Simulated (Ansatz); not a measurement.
Reactions of `[SiH3][SiH2][SiH2][SiH3]`.

Isolated molecules relaxed with PBE0-D4/def2-TZVP in Ansatz; ΔE leaves out vibrations. CCSD(T)/CBS adds triple-zeta CCSD(T) − MP2 to the extrapolated MP2 energy (def2 sets, frozen cores). This one scheme is used for every species. DFT in def2-TZVPP. For Ge outer-core shells are correlated without core-valence functions, which leaves a few kJ/mol of doubt a bond. Scalar relativity is left out up to krypton. Each species was taken in one conformer, which may not be the lowest.

```tsv
reaction	MP2/CBS(def2) (eV)	ωB97X-V (eV)	PBE-D4 (eV)	CCSD(T)/CBS(def2) (eV)
`[SiH3][SiH2][SiH2][SiH3]` + HCl → `[SiH3][SiH2]Cl` + `[SiH3][SiH3]`	-0.85	-0.80	-0.62	-0.78
`[SiH3][SiH2][SiH2][SiH3]` + `S[SiH2][SiH2][GeH3]` → `[SiH3][SiH2][SiH2][SiH2][GeH3]` + `[SiH3][SiH2]S`	0.00	-0.01	0.01	0.00
`[SiH3][SiH2][SiH2][SiH3]` + `[CH3][AlH][OH]` → `[CH3][AlH][O][SiH2][SiH3]` + `[SiH3][SiH3]`	-0.92	-0.91	-0.65	-0.89
`[SiH3][SiH2][SiH2][SiH3]` + `[SiH3][SiH2][SiH3]` → `[SiH3][SiH2][SiH2][SiH2][SiH2][SiH3]` + SiH₄	-0.15	-0.10	-0.12	-0.12
`[SiH3][SiH2][SiH2][SiH3]` + `B1C[SiH2]1` → `[SiH3][SiH]1BC1` + `[SiH3][SiH2][SiH3]`	-0.03	-0.03	-0.02	-0.03
`[SiH3][SiH2][SiH2][SiH3]` + BH₃ → `B[SiH2][SiH2][SiH3]` + SiH₄	0.19	0.17	0.14	0.17
`[SiH3][SiH2][SiH2][SiH3]` + `N[SiH2]S` → `N[SiH2]S[SiH3]` + `[SiH3][SiH2][SiH3]`	-0.66	-0.55	-0.46	-0.57
```

Largest T1 diagnostic: 0.014, for `[SiH3][SiH]1BC1`.
